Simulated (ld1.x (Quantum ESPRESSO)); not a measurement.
## Al (Z = 13): excitation energies, all-electron against RRKJ

* Element: aluminium
* Generator: ld1.x (Quantum ESPRESSO) 7.5
* Type: norm-conserving RRKJ (Kleinman–Bylander form)
* Functional: PBE
* Relativity: non-relativistic
* Frozen core: [Ne]
* Valence charge: 3
* Reference configuration: 3s1.5 3p0 (charge +1.5)
* Partial waves: 3s (bound): rc 2.05 bohr; 3p (bound, empty): rc 2.05 bohr; 3d channel at 0.3 Ry: rc 2.05 bohr
* Local potential: the d channel
* Core correction: a·sin(br)/r model core inside 1.05 bohr
* rho0: 0.005

Energies are relative to the spin-unpolarised reference configuration 3s1.5 3p0; without spin polarisation the order of configurations can differ from experiment.

Q: Give the all-electron excitation energy and the error of the potential for: 3s2 3p1; 3s2 3p0; 3s1 3p0; 3s0 3p3; 3s1 3p2; 3s2 3p1.3; 3s2 3p0.5.

A:

```csv
valence configuration,charge,ΔE all-electron (eV),error AE − PS (meV)
3s2 3p1,0,-14.251,+12
3s2 3p0,+1,-8.480,+2.7
3s1 3p0,+2,10.712,+2.8
3s0 3p3,0,-3.868,-2.1
3s1 3p2,0,-9.144,+5.7
3s2 3p1.3,-0.3,-14.828,+14
3s2 3p0.5,+0.5,-12.161,+7.7
```

Levels in the configuration 3s1 3p0:

```tsv
level	all-electron (eV)	pseudo (eV)
3s	-23.705	-23.694
```
